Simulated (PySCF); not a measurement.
PySCF job for C₇H₈, SMILES C1C2C3C2C2C1C32, TDA-PBE/def2-SVPD. Coordinates come from a r2SCAN-D4/def2-SVP optimisation. The values are those of a single conformer.

```python
import numpy as np
from pyscf import gto, scf, dft, tdscf

mol = gto.M(
    atom='''
    C     0.00000003   -0.00000000   -1.53583130
    C    -1.14872366   -0.00000000   -0.54973482
    C    -0.77403384   -0.75662223    0.70816708
    C    -0.77403384    0.75662223    0.70816708
    C     0.77403381    0.75662223    0.70816711
    C     0.77403381   -0.75662223    0.70816712
    C     1.14872368    0.00000000   -0.54973478
    H     0.00000005    0.89712229   -2.17900048
    H     0.00000005   -0.89712229   -2.17900048
    H    -2.19283779   -0.00000000   -0.87588667
    H    -1.43268241   -1.45297624    1.23139228
    H    -1.43268240    1.45297625    1.23139228
    H     1.43268235    1.45297624    1.23139233
    H     1.43268235   -1.45297625    1.23139234
    H     2.19283783    0.00000000   -0.87588657
    ''',
    basis='def2-SVPD',
    charge=0,
    spin=0,
    symmetry=True,
    max_memory=1600,
    verbose=4,
)
mf = dft.RKS(mol, xc='pbe').density_fit(auxbasis='def2-universal-jkfit')
mf.grids.level = 3
mf.conv_tol = 1e-9
mf.max_cycle = 100
mf.kernel()
mf.grids = dft.Grids(mol).set(level=1).build(with_non0tab=True)  # coarser grid for the response kernel
td = tdscf.TDA(mf)
td.singlet = True
td.nstates = 6
td.conv_tol = 1e-4
td.positive_eig_threshold = 1e-6
td.kernel(x0=td.get_init_guess(mf, 11))
td.analyze()
tt = tdscf.TDA(mf)
tt.singlet = False
tt.nstates = 2
tt.conv_tol = 1e-4
tt.positive_eig_threshold = 1e-6
tt.kernel(x0=tt.get_init_guess(mf, 7))
tt.analyze(verbose=3)
```

Log of the run:

```
PySCF version 2.14.0

[INPUT] verbose = 4
[INPUT] num. atoms = 15
[INPUT] num. electrons = 50
[INPUT] charge = 0
[INPUT] spin (= nelec alpha-beta = 2S) = 0
[INPUT] symmetry True subgroup None
[INPUT] Mole.unit = angstrom
[INPUT] Symbol           X                Y                Z      unit          X                Y                Z       unit  Magmom
[INPUT]  1 C      0.000000030000   0.000000000000  -1.535831300000 AA    0.000000056692   0.000000000000  -2.902300530535 Bohr   0.0
[INPUT]  2 C     -1.148723660000   0.000000000000  -0.549734820000 AA   -2.170773110208   0.000000000000  -1.038848250937 Bohr   0.0
[INPUT]  3 C     -0.774033840000  -0.756622230000   0.708167080000 AA   -1.462711968745  -1.429808794458   1.338241831633 Bohr   0.0
[INPUT]  4 C     -0.774033840000   0.756622230000   0.708167080000 AA   -1.462711968745   1.429808794458   1.338241831633 Bohr   0.0
[INPUT]  5 C      0.774033810000   0.756622230000   0.708167110000 AA    1.462711912054   1.429808794458   1.338241888325 Bohr   0.0
[INPUT]  6 C      0.774033810000  -0.756622230000   0.708167120000 AA    1.462711912054  -1.429808794458   1.338241907222 Bohr   0.0
[INPUT]  7 C      1.148723680000   0.000000000000  -0.549734780000 AA    2.170773148003   0.000000000000  -1.038848175348 Bohr   0.0
[INPUT]  8 H      0.000000050000   0.897122290000  -2.179000480000 AA    0.000000094486   1.695315428343  -4.117714132496 Bohr   0.0
[INPUT]  9 H      0.000000050000  -0.897122290000  -2.179000480000 AA    0.000000094486  -1.695315428343  -4.117714132496 Bohr   0.0
[INPUT] 10 H     -2.192837790000   0.000000000000  -0.875886670000 AA   -4.143862858697   0.000000000000  -1.655185922457 Bohr   0.0
[INPUT] 11 H     -1.432682410000  -1.452976240000   1.231392280000 AA   -2.707377378382  -2.745727159100   2.326994161104 Bohr   0.0
[INPUT] 12 H     -1.432682400000   1.452976250000   1.231392280000 AA   -2.707377359485   2.745727177998   2.326994161104 Bohr   0.0
[INPUT] 13 H      1.432682350000   1.452976240000   1.231392330000 AA    2.707377264998   2.745727159100   2.326994255590 Bohr   0.0
[INPUT] 14 H      1.432682350000  -1.452976250000   1.231392340000 AA    2.707377264998  -2.745727177998   2.326994274487 Bohr   0.0
[INPUT] 15 H      2.192837830000   0.000000000000  -0.875886570000 AA    4.143862934286   0.000000000000  -1.655185733485 Bohr   0.0

nuclear repulsion = 296.266010891026
point group symmetry = C2v
symmetry origin: [-1.13383566e-09  0.00000000e+00 -1.13383565e-09]
symmetry axis x: [ 1.00000000e+00 -5.82486019e-10 -7.14824904e-09]
symmetry axis y: [-5.82486037e-10 -1.00000000e+00 -2.59230938e-09]
symmetry axis z: [ 7.14824904e-09 -2.59230925e-09  1.00000000e+00]
num. orbitals of irrep A1 = 64
num. orbitals of irrep A2 = 40
num. orbitals of irrep B1 = 54
num. orbitals of irrep B2 = 46
number of shells = 88
number of NR pGTOs = 290
number of NR cGTOs = 204
basis = def2-SVPD
ecp = {}


[settings echo left out]
init E= -271.854293162024
HOMO (B1) = -0.286468185247001  LUMO (B2) = -0.0350536447479879  gap/eV = 6.84134
cycle= 1 E= -270.849576577084  delta_E=    1  |g|= 0.481  |ddm|= 9.68
HOMO (B1) = -0.0975792344974509  LUMO (A1) = 0.0313041947195845  gap/eV = 3.50710
cycle= 2 E= -270.703449859688  delta_E= 0.146  |g|= 0.906  |ddm|= 2.33
HOMO (B1) = -0.189164449184455  LUMO (A1) = 0.011121255105079  gap/eV = 5.45005
cycle= 3 E= -270.919451026999  delta_E= -0.216  |g|= 0.059  |ddm|= 1.96
HOMO (B1) = -0.192035075406907  LUMO (A1) = 0.00916450047511486  gap/eV = 5.47492
cycle= 4 E= -270.920200413443  delta_E= -0.000749  |g|= 0.0184  |ddm|= 0.398
HOMO (B1) = -0.193104699365394  LUMO (A1) = 0.00883604787714409  gap/eV = 5.49509
cycle= 5 E= -270.920257080773  delta_E= -5.67e-05  |g|= 0.0101  |ddm|= 0.0599
HOMO (B1) = -0.192563268481564  LUMO (A1) = 0.00887196743803997  gap/eV = 5.48133
cycle= 6 E= -270.920281641709  delta_E= -2.46e-05  |g|= 0.00158  |ddm|= 0.0312
HOMO (B1) = -0.19267143802928  LUMO (A1) = 0.00886835802271557  gap/eV = 5.48418
cycle= 7 E= -270.920282194418  delta_E= -5.53e-07  |g|= 0.000628  |ddm|= 0.00706
HOMO (B1) = -0.192657132770218  LUMO (A1) = 0.00886579976740798  gap/eV = 5.48372
cycle= 8 E= -270.920282291399  delta_E= -9.7e-08  |g|= 8.37e-05  |ddm|= 0.00212
HOMO (B1) = -0.19266152332794  LUMO (A1) = 0.00886374045002247  gap/eV = 5.48378
cycle= 9 E= -270.920282293312  delta_E= -1.91e-09  |g|= 8.77e-06  |ddm|= 0.000486
HOMO (B1) = -0.192662503150885  LUMO (A1) = 0.00886308947940861  gap/eV = 5.48379
cycle= 10 E= -270.92028229333  delta_E= -1.84e-11  |g|= 2.49e-06  |ddm|= 5.78e-05
HOMO (B1) = -0.192662359324973  LUMO (A1) = 0.00886308756857845  gap/eV = 5.48379
Extra cycle  E= -270.920282293332  delta_E= -1.82e-12  |g|= 2e-06  |ddm|= 2.91e-05
converged SCF energy = -270.920282293332
tot grids = 56040
Overwritten attributes  positive_eig_threshold  of <class 'pyscf.tdscf.rks.TDA'>


******** <class 'pyscf.tdscf.rks.TDA'> for <class 'pyscf.df.df_jk.DFSymAdaptedRKS'> ********
nstates = 6 singlet
deg_eia_thresh = 1.000e-03
wfnsym = None
conv_tol = 0.0001
eigh lindep = 1e-12
eigh level_shift = 0
eigh max_cycle = 100


Excitation energies (eV)
[5.5061252  6.07494817 6.21369789 6.32503479 6.69084277 6.79144605]

** Singlet excitation energies and oscillator strengths **
Excited State   1:   B1      5.50613 eV    225.18 nm  f=0.0008
      25 -> 26       -0.70668
Excited State   2:   A2      6.07495 eV    204.09 nm  f=0.0000
      25 -> 27        0.69419
      25 -> 33        0.11357
Excited State   3:   A1      6.21370 eV    199.53 nm  f=0.0060
      25 -> 28       -0.70598
Excited State   4:   B1      6.32503 eV    196.02 nm  f=0.0087
      25 -> 29        0.70593
Excited State   5:   A2      6.69084 eV    185.30 nm  f=0.0000
      24 -> 26       -0.70615
Excited State   6:   B1      6.79145 eV    182.56 nm  f=0.0007
      25 -> 31       -0.70501

** Transition electric dipole moments (AU) **
state          X           Y           Z        Dip. S.      Osc.
  1         0.0762     -0.0000     -0.0000      0.0058      0.0008
  2        -0.0000      0.0000     -0.0000      0.0000      0.0000
  3         0.0000     -0.0000     -0.1979      0.0392      0.0060
  4         0.2370      0.0000      0.0000      0.0561      0.0087
  5         0.0000     -0.0000     -0.0000      0.0000      0.0000
  6         0.0653      0.0000     -0.0000      0.0043      0.0007

** Transition velocity dipole moments (imaginary part, AU) **
state          X           Y           Z        Dip. S.      Osc.
  1         0.0062     -0.0000      0.0000      0.0000      0.0001
  2         0.0000      0.0000     -0.0000      0.0000      0.0000
  3         0.0000      0.0000     -0.0141      0.0002      0.0006
  4         0.0277      0.0000     -0.0000      0.0008      0.0022
  5        -0.0000     -0.0000     -0.0000      0.0000      0.0000
  6         0.0089      0.0000      0.0000      0.0001      0.0002

** Transition magnetic dipole moments (imaginary part, AU) **
state          X           Y           Z
  1         0.0000      0.1736     -0.0000
  2         0.0000     -0.0000     -1.0846
  3         0.0000      0.0000      0.0000
  4        -0.0000     -0.0783      0.0000
  5        -0.0000     -0.0000      0.3411
  6        -0.0000     -0.2639      0.0000


******** <class 'pyscf.tdscf.rks.TDA'> for <class 'pyscf.df.df_jk.DFSymAdaptedRKS'> ********
nstates = 2 triplet
deg_eia_thresh = 1.000e-03
wfnsym = None
conv_tol = 0.0001
eigh lindep = 1e-12
eigh level_shift = 0
eigh max_cycle = 100


Excitation energies (eV)
[5.42117207 5.69253989]

** Triplet excitation energies and oscillator strengths **
Excited State   1:   B1      5.42117 eV    228.70 nm  f=0.0000
Excited State   2:   A2      5.69254 eV    217.80 nm  f=0.0000
```

The calculation finished and met its thresholds.

Cost: around 90 core-seconds (rough).
